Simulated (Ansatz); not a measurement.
Reactions of GeH₆O₂Si, SMILES `[OH][GeH2][O][SiH3]`.

Computed with Ansatz on PBE0-D4/def2-TZVP structures; ΔE is electronic, products minus reactants. CBS: MP2 limit from def2 TZ/QZ plus the TZ coupled-cluster correction, frozen cores. This one scheme is used for every species. For Ge, Se outer-core shells are correlated without core-valence functions, which leaves a few kJ/mol of doubt a bond. Scalar relativity is left out up to krypton. Each species was taken in one conformer, which may not be the lowest.

(1) Order these by ΔE at CCSD(T)/CBS, lowest first. (An estimate is asked.)
A. `[OH][GeH2][O][SiH3]` + CH₃OH → `C[O][GeH2][OH]` + silanol
B. `[OH][GeH2][O][SiH3]` + `NCF` → `[OH][GeH2][NH]CF` + silanol
C. `[OH][GeH2][O][SiH3]` + `O[SiH2]O` → `[OH][GeH2][SiH](O)O` + silanol
D. `[OH][GeH2][O][SiH3]` + `CO[SiH2][Se]C` → `C[Se][GeH2][OH]` + `CO[SiH2]O[SiH3]`
E. `[OH][GeH2][O][SiH3]` + `C[SeH]` → `C[Se][GeH2][OH]` + silanol
F. `[OH][GeH2][O][SiH3]` + `N[Si](O)(F)F` → `[F][GeH2][O][SiH3]` + `N[Si](O)(O)F`

Largest T1 diagnostic: 0.012, for `[OH][GeH2][SiH](O)O`.

Results:

(1) D (-69.0 kJ/mol), E (-10.3 kJ/mol), F (+11.5 kJ/mol), A (+21.1 kJ/mol), B (+36.6 kJ/mol), C (+52.4 kJ/mol).
